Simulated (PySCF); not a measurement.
CH4Cl2Ge, SMILES [CH3][GeH]([Cl])[Cl]. Geometry: r2SCAN-D4/def2-SVP.

Give the equilibrium geometry at r2SCAN-D4/def2-SVP (PySCF confirms it by a frequency run) as a Z-matrix, and its point group. (The exact figures need the calculation; the answer reports its results.)

point group Cs.
```
Ge
H 1 1.5308
C 1 1.9307 2 117.03
H 3 1.0991 1 109.11 2 180.00
H 3 1.1000 4 109.26 1 -120.07
H 3 1.1000 4 109.26 5 -119.87
Cl 1 2.1625 2 107.40 3 -122.24
Cl 1 2.1625 2 107.40 3 122.24
```
Charge 0, spin multiplicity 1.
